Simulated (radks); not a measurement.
Values are calculated unless marked as measured or tabulated.
All-electron atom: K2+ in [Ne] 3s2 3p5. Code: a radial shooting solver on a logarithmic mesh with Libxc functionals. Model: non-relativistic Kohn-Sham, Slater X-alpha with alpha = 0.844, spin-unpolarised, spherical densities, point nucleus.

Normalised radial functions P(r) = r R(r), r in bohr:

```
   r/bohr * 1s, o 2p, + 3s (the largest magnitude, 3.15, reaches the edge; | marks zero, & curves that meet)
 0.002982                             &   *
 0.003761                             o+   *
 0.004781                             o+    *
 0.006029                             o+     *
 0.007665                             o+       *
 0.009666                             o+         *
  0.01229                             o+           *
   0.0155                             o +             *
   0.0197                             |o+                *
  0.02484                             |o+                   *
  0.03158                             |o+                     *
  0.04015                             | &                       *
  0.05063                             | +o                       *
  0.06437                             | + o                      *
  0.08118                             |+    o                  *
   0.1032                             +       o            *
   0.1301                            +|         o     *
   0.1654                          +  |          *o
   0.2086                         +   |     *       o
   0.2652                         +   |  *          o
   0.3345                         +   |*           o
   0.4252                           + *          o
   0.5363                             * +     o
   0.6817                             *    &
   0.8597                             *  o    +
    1.093                             *o       +
    1.378                             &      +
    1.752                             &    +
     2.21                             &  +
    2.809                             &+
    3.543                             &
    4.504                             &
```

1s: eigenvalue -3555.7 eV, 0 radial nodes, <r> = 0.0815 bohr, 90 % of the charge inside 0.145 bohr. 2p: eigenvalue -313.12 eV, 0 radial nodes, <r> = 0.348 bohr, 90 % of the charge inside 0.574 bohr. 3s: eigenvalue -58.129 eV, 2 radial nodes at r = 0.108, 0.480 bohr, <r> = 1.22 bohr, 90 % of the charge inside 1.83 bohr.
